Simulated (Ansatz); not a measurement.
The same molecule with X = C, Si, Ge, Sn. Ansatz, PBE0-D4/def2-TZVP geometries, multiplicity 1. Each molecule was computed in one conformer, which needn't be the lowest.

Elements past krypton have def2 core potentials. Scalar relativity is left out up to krypton.

```json
{"X": "C", "molecule": "`NC(N)N`", "mean X–H bond length / Å": "1.096", "mean X–N bond length / Å": "1.450", "zero-point energy (PBE0-D4/def2-TZVP) / kJ/mol": "261.7", "HOMO–LUMO gap (PBE/def2-TZVPP) / eV": "5.37", "HOMO–LUMO gap (ωB97M-V/def2-TZVPP) / eV": "11.54"}
{"X": "Si", "molecule": "`N[SiH](N)N`", "mean X–H bond length / Å": "1.491", "mean X–N bond length / Å": "1.714", "zero-point energy (PBE0-D4/def2-TZVP) / kJ/mol": "231.3", "HOMO–LUMO gap (PBE/def2-TZVPP) / eV": "5.69", "HOMO–LUMO gap (ωB97M-V/def2-TZVPP) / eV": "11.71"}
{"X": "Ge", "molecule": "`[NH2][GeH]([NH2])[NH2]`", "mean X–H bond length / Å": "1.544", "mean X–N bond length / Å": "1.833", "zero-point energy (PBE0-D4/def2-TZVP) / kJ/mol": "225.3", "HOMO–LUMO gap (PBE/def2-TZVPP) / eV": "5.59", "HOMO–LUMO gap (ωB97M-V/def2-TZVPP) / eV": "11.72"}
```

Q: Give the row for X = Sn, `[NH2][SnH]([NH2])[NH2]`. (An estimate is asked.)

A: Ansatz gave: 
```json
{"X": "Sn", "molecule": "`[NH2][SnH]([NH2])[NH2]`", "mean X–H bond length / Å": "1.712", "mean X–N bond length / Å": "2.021", "zero-point energy (PBE0-D4/def2-TZVP) / kJ/mol": "217.1", "HOMO–LUMO gap (PBE/def2-TZVPP) / eV": "4.84", "HOMO–LUMO gap (ωB97M-V/def2-TZVPP) / eV": "11.13"}
```

From C to Sn the mean X–H bond length rises at each step, by 0.616 Å in all; the mean X–N bond length rises at each step, by 0.571 Å in all; the zero-point energy (PBE0-D4/def2-TZVP) falls at each step, by 44.6 kJ/mol in all; the HOMO–LUMO gap (PBE/def2-TZVPP) isn't monotonic: highest at Si, lowest at Sn; the HOMO–LUMO gap (ωB97M-V/def2-TZVPP) isn't monotonic: highest at Ge, lowest at Sn. Bonds lengthen as the atom grows down the group.
